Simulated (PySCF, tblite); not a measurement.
Isomers of CH9NOSi3, one GFN2-xTB conformer each. Single-point energies are computed at PBE0/pcSseg-1 (PySCF, gas phase, no added dispersion term), electronic only.

```csv
SMILES,GFN2-xTB relative energy (kcal/mol)
O=C[SiH2]N([SiH3])[SiH3],35.6
C=N[SiH2][SiH2]O[SiH3],0.0
```

Conformers: `[O:1]=[CH:2][SiH2:3][N:4]([SiH3:5])[SiH3:6]` with O1–C2–Si3–N4 1°, C2–Si3–N4–Si5 -1°; `[CH2:1]=[N:2][SiH2:3][SiH2:4][O:5][SiH3:6]` with C1–N2–Si3–Si4 -115°, N2–Si3–Si4–O5 179°, Si3–Si4–O5–Si6 -31°.

What does PBE0/pcSseg-1 give for the same structures?

| SMILES | PBE0/pcSseg-1 E (Eh) | PBE0/pcSseg-1 (kcal/mol) | GFN2-xTB (kcal/mol) | point group |
| --- | --- | --- | --- | --- |
| C=N[SiH2][SiH2]O[SiH3] | -1041.39512 | 0.0 | 0.0 | C1 |
| O=C[SiH2]N([SiH3])[SiH3] | -1041.37884 | 10.2 | 35.6 | Cs |

Both levels put the same isomer lowest. As drawn, the lower has a C=N bond, an Si–O bond and an Si–Si bond, which the higher lacks; the higher has a C=O bond and an Si–C bond, which the lower lacks.

Which frontier levels, dipoles and rotational constants go with these structures?

```json
{"SMILES": "C=N[SiH2][SiH2]O[SiH3]", "HOMO (eV, PBE0/pcSseg-1)": "-7.03", "LUMO (eV)": "-0.98", "dipole (D)": "1.67", "A, B, C (MHz)": "5439, 714.5, 661.7"}
{"SMILES": "O=C[SiH2]N([SiH3])[SiH3]", "HOMO (eV, PBE0/pcSseg-1)": "-7.31", "LUMO (eV)": "-1.75", "dipole (D)": "2.11", "A, B, C (MHz)": "2824, 1413, 974.5"}
```

What happens when harmonic zero-point energies from GFN2-xTB frequencies are added?

```csv
SMILES,ZPE (kcal/mol),electronic (kcal/mol),with ZPE (kcal/mol)
C=N[SiH2][SiH2]O[SiH3],56.4,0.0,0.0
O=C[SiH2]N([SiH3])[SiH3],55.8,10.2,9.6
```

The zero-point energies span 0.6 kcal/mol. The order is unchanged.
